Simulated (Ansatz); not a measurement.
The cluster Sn₃O₉H₆, relaxed as a singlet with RKS r2SCAN-D4/def2-SVP in Ansatz, starting from the GFN1-xTB geometry. Force threshold 0.03 eV/Å.

In the def2 sets Sn takes a core potential; there is no spin–orbit coupling. The structure holds 3 bonds between oxygen atoms, so isomers without such links may lie far lower. The structure comes from a short search, and lower isomers may exist.

Start:

| atom | x (Å) | y (Å) | z (Å) |
| --- | --- | --- | --- |
| Sn1 | -2.338 | -0.437 | 0.046 |
| Sn2 | 1.575 | 1.974 | 0.355 |
| Sn3 | 1.690 | -1.035 | -2.215 |
| O4 | 1.747 | 0.473 | -1.066 |
| O5 | -0.559 | -1.118 | -1.435 |
| O6 | -2.148 | -2.249 | 0.767 |
| O7 | -0.490 | 0.831 | 0.686 |
| O8 | -1.444 | 0.886 | 1.671 |
| O9 | 2.001 | -2.714 | -1.749 |
| O10 | 1.963 | 1.321 | 2.359 |
| O11 | 0.914 | 2.275 | 2.588 |
| O12 | -0.920 | 1.723 | -0.360 |
| H13 | -0.351 | -2.000 | -1.113 |
| H14 | -2.011 | -3.060 | 1.239 |
| H15 | -1.255 | 2.458 | 0.180 |
| H16 | 0.145 | 1.698 | 2.762 |
| H17 | 1.387 | -0.465 | -3.730 |
| H18 | 0.093 | -0.560 | -0.984 |

```tsv
step	energy (eV)	largest force component (eV/Å)	SCF passes
1	-35990.6784	3.443	28
2	-35991.9660	1.039	30
3	-35992.3223	0.530	30
4	-35992.5033	0.799	30
5	-35992.6428	0.985	30
6	-35992.7868	1.006	30
7	-35992.9164	0.973	30
8	-35993.0215	0.911	23
9	-35993.1018	0.837	23
10	-35993.1538	1.064	29
11	-35993.1930	0.873	23
13	-35993.2675	0.578	23
15	-35993.3393	0.706	22
17	-35993.4464	0.292	23
19	-35993.5177	0.376	28
21	-35993.5618	0.381	22
23	-35993.5872	0.213	23
25	-35993.6169	0.188	22
27	-35993.6385	0.163	22
29	-35993.6541	0.139	23
31 (rejected)	-35993.6572	0.290	23
33	-35993.6616	0.049	23
35	-35993.6623	0.041	23
36	-35993.6626	0.027	23
```

Force components are those of the run's own axes.

End:

Cartesian coordinates in Å:
```
Sn -2.368 -1.082 -0.194
Sn 1.453 2.114 -0.309
Sn 1.943 -0.874 -2.596
O 1.750 0.167 -0.973
O -0.294 -1.974 -0.371
O -2.600 -1.999 1.567
O -0.835 1.487 -0.107
O -1.074 0.408 0.781
O 0.813 -2.367 -2.641
O 1.595 1.524 1.667
O 0.372 1.987 2.321
O -1.437 2.692 0.435
H 0.085 -2.253 -1.293
H -1.764 -2.182 2.020
H -0.891 2.765 1.267
H -0.181 1.179 2.200
H 3.124 -0.330 -3.703
H 0.310 -1.262 -0.071
```

Bonds lost: Sn1–O7, Sn2–O11, Sn3–O5 (atoms count from 1).

No frequencies were taken in this run, so the end may be a saddle point.

It took 4.1 min on 4 threads of Arm Neoverse V2 on a shared host.
